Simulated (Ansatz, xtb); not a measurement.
System: C₃H₄N (charge 0, doublet). It need not be the lowest isomer of its formula. SMILES: [N+]([CH]C)#[C-]
Structure (B3LYP-D3(BJ)/def2-TZVP (Ansatz, a first-principles code) minimum search):
```xyz
8

C     -1.5792     0.1486    -0.0893
C     -0.2734    -0.4526    -0.4641
N      0.8589    -0.0212     0.1045
C      1.8402     0.3806     0.6239
H     -1.5948     1.2231    -0.3001
H     -1.7743     0.0335     0.9821
H     -2.3891    -0.3243    -0.6418
H     -0.1800    -1.2434    -1.1948
```
Charge 0, spin multiplicity 2.

Harmonic wavenumbers from GFN2-xTB (xtb, at its own minimum), cm⁻¹: 85, 206, 326, 490, 543, 935, 983, 1104, 1186, 1367, 1388, 1447, 1471, 2024, 2953, 2979, 3047, 3068.

Q: Give the harmonic wavenumbers at B3LYP-D3(BJ)/def2-TZVP (Ansatz, finite differences of forces, unscaled).

A: 36, 196, 348, 463, 507, 900, 1002, 1121, 1169, 1386, 1417, 1467, 1483, 2033, 3007, 3045, 3125, 3201 cm⁻¹. Zero-point energy 37.0 kcal/mol.
